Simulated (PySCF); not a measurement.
BH₅NOSi, BFH₃OSi, B₂H₃NSi, B₂FH₃Si (calculated)

Calculation on a computer-drawn molecule: optimised geometry and harmonic frequencies of an isolated molecule of the commonest isotopes, restricted reference for singlets and unrestricted otherwise, frozen core in MP2. Program: PySCF 2.14.0.

Common to all runs: charge 0; basis cc-pV(D+d)Z.

(1) BH₅NOSi

Start structure:
```xyz
9
BH5NOSi
B     -2.3698    -0.5928    -3.0443
Si    -1.8325    -1.8682    -1.8004
N     -1.0912    -3.3826    -1.8194
O     -2.0576    -1.8508    -0.1691
H     -2.1666    -0.7510    -4.1734
H     -2.9212     0.5071    -2.6775
H     -0.8538    -3.8485    -2.7127
H     -1.0098    -3.9283    -1.0398
H     -2.5060    -0.9999     0.2059
```

It was run with multiplicity 2 and method HF.

It finds rotational constants 7.803, 5.807, 3.329 GHz; total energy -445.8739 hartree; spin squared 0.7575; convergence status largest gradient component 3.214e-05 hartree/bohr.

Drawn bonds:
```tsv
atom	other atom	order
1	2	1
2	3	1
2	4	1
1	5	1
1	6	1
3	7	1
3	8	1
4	9	1
```

Optimised structure:
```xyz
9
BH5NOSi
B     -2.3491    -0.6084    -3.0222
Si    -1.8789    -1.8810    -1.6986
N     -1.1444    -3.3756    -1.8899
O     -2.1129    -1.7416    -0.0870
H     -2.1148    -0.8470    -4.1755
H     -2.8750     0.4161    -2.6789
H     -0.8775    -3.7418    -2.7817
H     -0.9316    -3.9858    -1.1256
H     -2.5243    -0.9499     0.2288
```

Modes:
```tsv
frequency (cm⁻¹)	reduced mass (dalton)
199.3	2.249
242.4	2.635
270.7	1.25
305.4	3.141
330.1	1.341
401	1.167
440.5	1.02
654.1	1.332
695.3	1.236
703.3	4.498
830.6	1.599
892.3	1.376
991.6	5.126
1018	3.402
1210	1.197
1670	1.132
2650	1.05
2738	1.129
3799	1.05
3907	1.098
4164	1.067
```

(2) BFH₃OSi

Start structure:
```xyz
7
BFH3OSi
B      0.0125     0.0995     0.0018
Si     1.5668     0.0687    -1.0593
O      2.9129     1.0267    -1.0038
F      2.0488    -0.8982    -2.2908
H     -0.8499    -0.6907    -0.1372
H     -0.1825     0.8869     0.8794
H      3.0151     1.6720    -0.4051
```

It was run with multiplicity 2 and method HF.

The calculation gives: rotational constants 8.029, 5.969, 3.424 GHz; total energy -489.7185 hartree; spin squared 0.7588; convergence status largest gradient component 3.86e-05 hartree/bohr.

Drawn bonds:
```tsv
atom	other atom	order
1	2	1
2	3	1
2	4	1
1	5	1
1	6	1
3	7	1
```

Optimised structure:
```xyz
7
BFH3OSi
B      0.0317     0.0883    -0.0070
Si     1.6020     0.0704    -1.0567
O      2.9047     1.0278    -0.9904
F      1.9228    -0.9416    -2.2453
H     -0.8219    -0.7189    -0.2242
H     -0.0484     0.9217     0.8503
H      2.9327     1.7172    -0.3416
```

Modes:
```tsv
frequency (cm⁻¹)	reduced mass (dalton)
198.7	15.52
207.2	2.636
337.7	1.02
341.8	7.424
408.8	1.136
679.7	1.518
698.8	3.983
752.2	1.226
842.2	1.362
990.7	7.502
1015	6.4
1212	1.199
2683	1.049
2789	1.13
4156	1.067
```

(3) BFH₃OSi

Start structure:
```xyz
7
BFH3OSi
B      0.0317     0.0883    -0.0070
Si     1.6020     0.0704    -1.0567
O      2.9047     1.0278    -0.9904
F      1.9228    -0.9416    -2.2453
H     -0.8219    -0.7189    -0.2242
H     -0.0484     0.9217     0.8503
H      2.9327     1.7172    -0.3416
```

It was run with multiplicity 2 and method MP2.

It finds rotational constants 7.83, 5.902, 3.365 GHz; total energy -490.2598 hartree; spin squared 0.759; convergence status largest gradient component 2.963e-05 hartree/bohr.

Drawn bonds:
```tsv
atom	other atom	order
1	2	1
2	3	1
2	4	1
1	5	1
1	6	1
3	7	1
```

Optimised structure:
```xyz
7
BFH3OSi
B      0.0367     0.0941    -0.0044
Si     1.6043     0.0625    -1.0662
O      2.9272     1.0338    -0.9987
F      1.9282    -0.9628    -2.2693
H     -0.8250    -0.7154    -0.2191
H     -0.0196     0.9415     0.8507
H      2.8717     1.7112    -0.3079
```

Modes:
```tsv
frequency (cm⁻¹)	reduced mass (dalton)
193.3	2.622
259.4	12.08
307.3	1.022
321	7.674
404.4	1.136
643	1.404
678.7	5.408
690.9	1.244
834.2	1.414
952.1	7.637
979.1	4.785
1139	1.208
2636	1.048
2751	1.131
3861	1.066
```

(4) B₂H₃NSi

Start structure:
```xyz
7
B2H3NSi
B     -1.6199    -0.1527     1.0313
Si    -0.2906     0.7290     0.0439
B      1.0550     1.6743    -0.9310
N      1.9678     2.2328    -1.5421
H     -1.9826     0.2797     2.0345
H     -2.0532    -1.1152     0.5848
H      2.6377     2.7329    -2.0754
```

It was run with multiplicity 1 and method HF.

The calculation gives: rotational constants 12.79, 3.447, 2.779 GHz; total energy -394.4306 hartree; convergence status largest gradient component 1.133e-05 hartree/bohr.

Drawn bonds:
```tsv
atom	other atom	order
1	2	1
2	3	1
3	4	2
1	5	1
1	6	1
4	7	1
```

Optimised structure:
```xyz
7
B2H3NSi
B     -1.2633     0.1319     0.7189
Si     0.6971    -0.2167     0.9073
B      1.0803     1.2063    -0.4893
N      1.3598     2.0607    -1.3313
H     -1.8205     0.9403     1.4133
H     -1.9317    -0.4841    -0.0686
H      1.5925     2.7425    -2.0041
```

Modes:
```tsv
frequency (cm⁻¹)	reduced mass (dalton)
97.4	3.576
240.8	2.824
345.1	5.523
375.3	1.199
463.5	1.206
465.8	1.225
499.1	11.7
615.1	1.249
636.6	5.014
937.5	1.392
1222	1.156
2037	7.736
2654	1.053
2732	1.121
4079	1.102
```

(5) B₂FH₃Si

Start structure:
```xyz
7
B2FH3Si
B     -0.2060     2.6375     0.0236
Si    -0.7055     2.1496     1.7399
B     -1.1709     1.6697     3.4936
F     -0.4571     2.1970     4.5463
H      0.7107     3.4025    -0.1524
H     -0.8017     2.2083    -0.9084
H     -2.0127     0.8795     3.8540
```

Settings of this run: multiplicity 1 and method HF.

Results for B₂FH₃Si: rotational constants 11.23, 3.362, 2.892 GHz; total energy -439.4478 hartree; convergence status largest gradient component 7.147e-06 hartree/bohr.

Drawn bonds:
```tsv
atom	other atom	order
1	2	1
2	3	1
3	4	1
1	5	1
1	6	1
3	7	1
```

Optimised structure:
```xyz
7
B2FH3Si
B     -0.3198     2.5701     0.4299
Si    -1.2352     3.4506     1.9527
B     -1.0657     1.8214     3.1541
F     -0.0306     1.6729     3.9857
H      0.8636     2.7077     0.2686
H     -0.9306     1.9422    -0.3934
H     -1.9249     0.9791     3.1989
```

Modes:
```tsv
frequency (cm⁻¹)	reduced mass (dalton)
97.99	4.078
186.4	2.247
219.6	3.712
399.8	1.239
471.2	1.464
578.3	3.273
637.6	4.863
805.6	1.457
947.1	1.425
1139	1.435
1218	1.18
1287	4.545
2655	1.053
2684	1.088
2735	1.122
```
